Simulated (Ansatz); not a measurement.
Compare A (`CCCCC(O)CC`) with its isomer B (`CCCCCCCO`).

Program: Ansatz. Geometries: PBE0-D4/def2-TZVP. ΔE: electronic, gas phase. CCSD(T)/CBS adds triple-zeta CCSD(T) − MP2 to the extrapolated MP2 energy (def2 sets, frozen cores). DFT in def2-TZVPP. Each species was taken in one conformer, which may not be the lowest.

A:

```xyz
24

C    -2.5379   -1.0350   -2.2035
C    -1.6812   -0.5777   -1.0357
C    -0.4586    0.2079   -1.4833
C     0.3791    0.7728   -0.3445
C     0.9874   -0.2749    0.5685
O     1.7372   -1.1530   -0.2568
C     1.8680    0.3244    1.6559
C     1.1216    1.1854    2.6606
H    -2.9007   -0.1818   -2.7841
H    -1.9651   -1.6733   -2.8820
H    -3.4085   -1.6033   -1.8680
H    -2.2825    0.0390   -0.3563
H    -1.3656   -1.4518   -0.4569
H    -0.7858    1.0393   -2.1186
H     0.1717   -0.4306   -2.1091
H     1.1972    1.3743   -0.7572
H    -0.2369    1.4452    0.2613
H     0.1750   -0.8355    1.0585
H     2.1765   -1.7938    0.3078
H     2.3560   -0.5022    2.1887
H     2.6685    0.8979    1.1760
H     1.7798    1.4969    3.4743
H     0.7207    2.0905    2.2003
H     0.2839    0.6392    3.1039
```

B:

Z-matrix (Å, degrees):
```
C
C 1 1.519
H 1 1.094 2 111.1
H 1 1.092 2 111.7 3 120.2
H 1 1.094 2 111.1 3 -119.6
C 2 1.520 1 113.1 3 59.7
H 2 1.096 1 109.6 3 -178.3
H 2 1.096 1 109.7 3 -62.3
C 6 1.520 2 113.1 1 179.7
H 6 1.097 2 108.8 1 57.0
H 6 1.098 2 109.3 1 -58.2
C 9 1.525 6 114.4 2 175.5
H 9 1.096 6 109.2 2 -60.6
H 9 1.096 6 108.8 2 54.2
C 12 1.525 9 115.6 6 59.0
H 12 1.096 9 108.8 6 -63.3
H 12 1.096 9 108.8 6 -178.4
C 15 1.516 12 113.9 9 60.1
H 15 1.094 12 109.3 9 -179.0
H 15 1.097 12 110.0 9 -62.7
O 18 1.413 15 112.8 12 173.4
H 18 1.099 15 110.6 12 -62.3
H 18 1.094 15 109.9 12 55.7
H 21 0.961 18 108.1 15 58.5
```

Which isomer does CCSD(T)/CBS put lower? Give the gap. (Estimate.)

Ansatz gave: A, by 17.7 kJ/mol.

Give E(B) − E(A) in kJ/mol with LDA (SPW92), CCSD(T)/def2-SVP, HF/def2-TZVPP, CCSD/def2-TZVPP, ωB97M-V, PBE-D4, CCSD(T)/def2-TZVPP. (Estimate.)

Ansatz gave: LDA (SPW92) 20.9, CCSD(T)/def2-SVP 20.3, HF/def2-TZVPP 12.1, CCSD/def2-TZVPP 16.5, ωB97M-V 17.9, PBE-D4 16.3, CCSD(T)/def2-TZVPP 17.6. None reverses the order clearly.

Largest T1 diagnostic: 0.009.

Leaving LDA and LC-ωPBE aside and taking each functional with its dispersion term where it has one, the values, not all of them listed here, spread over 3.5 kJ/mol, from HSE06-D4 to B97M-V. LDA lies +6.3 kJ/mol from PBE without D4. In def2-TZVPP, CCSD(T) changes the Hartree–Fock value by +5.4 kJ/mol (the triples alone add +1.1 kJ/mol) and MP2 by +6.5 kJ/mol.
